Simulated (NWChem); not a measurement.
System: C2H6F2Si; SMILES C(C(F)F)[SiH3]

Program: NWChem. Pople sets run with spherical d functions. Structure relaxed at the PBE0/def2-SVP level. Level: M06-2X/6-31G* with SMD, gas-phase geometry; reactions with the solvents are ignored. One conformer.

| SMD term (kcal/mol) | water | chlorobenzene |
|---|---|---|
| distortion of the solute's density | 0.78 | 0.50 |
| polarisation | -4.62 | -3.60 |
| cavity, dispersion and structure | 4.10 | 0.00 |

Question: Sum the solvation free energies, find the transfer free energy from water to chlorobenzene and the partition coefficient at 298.15 K.

Answer: 
1. ΔG(solv, water) = 0.26 kcal/mol and ΔG(solv, chlorobenzene) = -3.10 kcal/mol (1 M gas to 1 M solution).
2. Transfer: -3.10 − (0.26) = -3.36 kcal/mol.
3. log₁₀ K(chlorobenzene/water) = −ΔG/(RT ln 10) = 3.36/1.364 = 2.5, so the model puts more of the solute in chlorobenzene.
4. Of the transfer energy, 0.74 kcal/mol is electrostatic and -4.10 comes from the non-electrostatic term. The two phases are taken as the pure solvents.
